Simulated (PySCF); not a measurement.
# Telling isomers of C3F6 apart by NMR

How the numbers were obtained: σ from GIAO-PBE0/pcSseg-1, couplings computed with B3LYP/pcJ-1, geometry from PBE0-D3(BJ)/def2-SVP, in PySCF 2.14 (single conformer, relativity neglected, no solvent model, one averaged value for each set of equivalent atoms).

δ = σ(ref) − σ, references computed at the same level: TMS for 1H (σ = 31.27 ppm), 13C (σ = 184.41 ppm). Multiplet labels drop J under 1 Hz and among equivalent protons, and merge close values. Unscaled 3J(H,H) run several per cent high. One-bond C–F couplings are unscaled and too large by tens of Hz. Shifts are as computed. Against solution values, carbons near 30 ppm lie about +2 ppm off and those near 130 ppm about +5 ppm (rms about the fit 1.9 ppm; single classes can miss by 10 ppm). Of 1328 compounds with measured shifts, 309 miss one by over three times the rms of a fit or turn the order of signals round; such compounds aren't used in these exercises. Signals without a measured value on file couldn't be tested in this way; 1H shifts scatter by 0.2 ppm about their fit, and single ones miss by 0.5 ppm.

(1) Tabulate the signals of `FC(F)=C(F)C(F)(F)F`, `FC1(F)C(F)(F)C1(F)F` and their relative energies.

(2) What is the quickest way to tell FC(F)=C(F)C(F)(F)F from FC1(F)C(F)(F)C1(F)F?

Answers

(1) 
| SMILES | carbon types | δC | δH | E rel. (kcal/mol) |
| --- | --- | --- | --- | --- |
| FC(F)=C(F)C(F)(F)F | 3×C | 164.0, 127.1, 124.9 | – | 0.0 |
| FC1(F)C(F)(F)C1(F)F | 3×C | 105.3 | – | 25.7 |

Energies are electronic energies at PBE0/pcSseg-1 on these geometries, without zero-point or thermal terms, each for the one conformer computed, which needn't be the lowest.

(2) Count the carbon signals: 3 against 1. The first has a fully substituted alkene carbon (C) at 164.0 ppm, the second a three-membered-ring carbon (C) at 105.3 ppm.
